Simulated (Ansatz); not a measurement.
Harmonic frequencies (cm⁻¹) at PBE0-D4/def2-TZVP from Ansatz: 61, 145, 162, 188, 226, 228, 307, 383, 383, 607, 634, 715, 778, 827, 873, 945, 1167, 1213, 1336, 1347, 1454, 1458, 1469, 1471, 1628, 3032, 3035, 3098, 3100, 3121, 3125, 3795, 3893.

Each molecule was computed in one conformer, which needn't be the lowest.

(1) Which molecule is it?
A. `C[O+](C)[AlH3-]`
B. `[F][Al-]([F])([F])[NH2+][SiH3]`
C. `C[B-](C)([OH2+])F`
D. `[CH3][Al-]([CH3])([OH])[OH2+]`

Results:

(1) C.
